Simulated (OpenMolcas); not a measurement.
# Ga+: from CASSCF to CASPT2

| Property | Result |
| --- | --- |
| Program | OpenMolcas 26.06 |
| Basis | ANO-RCC-VTZP [6s5p3d1f] |
| Scalar Hamiltonian | DKH2, point nucleus |
| Active space | 2 electrons in 4 orbitals (4s 4p) |
| State averaging | 2S+1 = 3 even, 3 roots; 2S+1 = 1 even, 7 roots; 2S+1 = 3 odd, 3 roots; 2S+1 = 1 odd, 3 roots |
| Spin-orbit coupling | RASSI with atomic mean-field integrals over the reference wave functions, term energies averaged over their components |

Methods on the same reference wave functions:
A. CASSCF
B. SS-CASPT2, IPEA 0.25 Eh, imaginary shift 0.1 Eh (closed shells correlated: 3d)
C. MS-CASPT2, IPEA 0.25 Eh, imaginary shift 0.1 Eh (closed shells correlated: 3d)
D. XMS-CASPT2, IPEA 0.25 Eh, imaginary shift 0.1 Eh (closed shells correlated: 3d)

Energies in cm-1 above 4s2 1S0, the measured ground level; measured values from NIST Handbook of Basic Atomic Spectroscopic Data.

| Level | A | B | C | D | Measured |
| --- | --- | --- | --- | --- | --- |
| 4s2 1S0 | 0.0 | 0.0 | 0.0 | 0.0 | 0.0 |
| 4s 4p 3P* 0 | 43058 | 45580 | 45790 | 46440 | 47368 |
| 4s 4p 3P* 1 | 43431 | 45950 | 46160 | 46810 | 47814 |
| 4s 4p 3P* 2 | 44191 | 46710 | 46920 | 47570 | 48750 |
| 4s 4p 1P* 1 | 74071 | 71490 | 71700 | 71900 | 70701 |
| 4p2 3P0 | 109972 | 113520 | 113730 | 114290 |  |
| 4p2 3P1 | 110370 | 113930 | 114140 | 114700 |  |
| 4p2 3P2 | 111066 | 114560 | 114770 | 115580 |  |
| 4p2 1D2 | 119409 | 117380 | 117590 | 113750 | 107721 |
| 4p2 1S0 | 138219 | 134710 | 135130 | 134990 |  |

Deviations, from unrounded energies. A percentage is the sum of absolute deviations over the sum of measured energies, with the sign that they share, or ± where signs differ.

| Against measurement | Levels | A | B | C | D |
| --- | --- | --- | --- | --- | --- |
| mean absolute deviation (cm-1) | 5 | 5700 | 3200 | 3200 | 2100 |
| other configurations (%) | 5 | ±8.8 | ±5.0 | ±4.9 | ±3.2 |

D lies closest to measurement on these levels and A furthest from it. The largest miss of D in the table is 4p2 1D2, by +6000 cm-1. The ranking rests on the paired levels alone, and a cruder setting can come out closer through cancelling errors.

Among B to D the level of the table that moves most is 4p2 1D2, by 3800 cm-1 (lowest in D, highest in C). Moves below CASPT2's spread within the term are not significant.

The lowest spin-free term lies below A's lowest term by 0.401 hartree in B, 0.402 hartree in C, 0.406 hartree in D.

Term energies are means over components that CASPT2 splits; among the terms shown or strongly mixed into the levels shown the widest spread is 290 cm-1 (4p2 1D, D). Over all roots computed the reference weight is 0.85 to 0.96 in D; the roots of lowest weight are the least certain, and an intruder state may touch them. The ¹D term of p² mixes with s d, which this space lacks. Without dynamic correlation excited terms often stand tens of per cent too high (terms of higher spin than the ground term too low), and those without a measured partner can miss by more than the paired ones (holds for A). Computed and measured levels are paired by configuration, term and J; levels that our copy of the source lacks, or whose pairing is in doubt (as where it misses far off the trend of its configuration), stay unpaired and out of the deviations. Levels of configurations outside the active space are missing.

* marks odd parity.
